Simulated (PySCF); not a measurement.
C9H5N.
Geometry (GFN2-xTB, Å), atoms numbered from 1 in this order:
```xyz
15
C9H5N angstrom
C     -2.780    1.694   -0.039
C     -1.711    1.148   -0.001
C     -0.451    0.508    0.047
C      0.696    1.220    0.388
C      1.923    0.584    0.431
C      2.027   -0.767    0.132
C      0.899   -1.491   -0.206
C     -0.343   -0.862   -0.252
C     -1.498   -1.599   -0.601
N     -2.425   -2.209   -0.888
H     -3.716    2.165   -0.074
H      0.611    2.271    0.618
H      2.806    1.146    0.698
H      2.989   -1.255    0.164
H      0.967   -2.544   -0.438
```

Computed, not measured: TDDFT PBE0/def2-SVPD, vertical, gas phase, core orbitals frozen in the response in PySCF 2.14.0, density-fitted response routines.

```tsv
state	E (eV)	λ (nm)	f	symmetry	main configurations (H = HOMO, L = LUMO)
S1	4.68	264.8	0.069	A′	H→L (53%), H→L+1 (22%), H-1→L (18%)
S2	5.04	246.1	0.142	A′	H→L (39%), H→L+1 (30%), H-1→L (26%)
S3	5.08	243.9	0.0000	–	H-2→L (92%)
S4	5.83	212.6	0.502	A′	H-1→L (46%), H→L+1 (43%)
S5	6.01	206.2	0.0003	–	H-2→L+1 (90%)
S6	6.11	203.0	0.168	A′	H-1→L+1 (75%), H-3→L (16%)
S7	6.22	199.3	0.0000	–	H-4→L (90%)
S8	6.40	193.8	0.0001	–	H→L+3 (84%)
```

Triplets, Tamm–Dancoff:

| state | E (eV) | λ (nm) | main configurations (H = HOMO, L = LUMO) |
| --- | --- | --- | --- |
| T1 | 3.34 | 371.5 | H→L (79%) |
| T2 | 4.06 | 305.3 | H-1→L (73%), H→L+1 (11%), H-1→L+1 (9%) |
| T3 | 4.24 | 292.2 | H→L+1 (54%), H-1→L+1 (28%), H→L (14%) |

The lowest singlet comes at 265 nm (452 kJ/mol) in the ultraviolet; it is of moderate strength; its leading configuration is HOMO→LUMO (53%). The most intense listed level is S4 at 5.83 eV (213 nm, f = 0.502), 1.15 eV above S1. Löwdin shares by element: HOMO carbon 66% or more (atoms not listed hold the other 34%); LUMO carbon 53% or more (atoms not listed hold the other 47%). Of the 8 states listed, 4 reach f = 0.01 and 4 stay under 0.0005. Orbital energies (eV): HOMO-3 -9.60, HOMO-2 -8.51, HOMO-1 -8.06, HOMO -7.45, LUMO -1.98, LUMO+1 -1.36, LUMO+2 0.54. Weighted by f, the mean energy of these states is 5.67 eV. No computed singlet lies in the visible range (380 to 750 nm); the lowest, at 265 nm, stands 1.42 eV above its violet end (3.26 eV). Symmetry labels in Cs follow from the direction of the transition dipole and are given only for states with f of 0.002 or more. Only the lowest 8 singlets were computed, as vertical energies without vibronic structure.
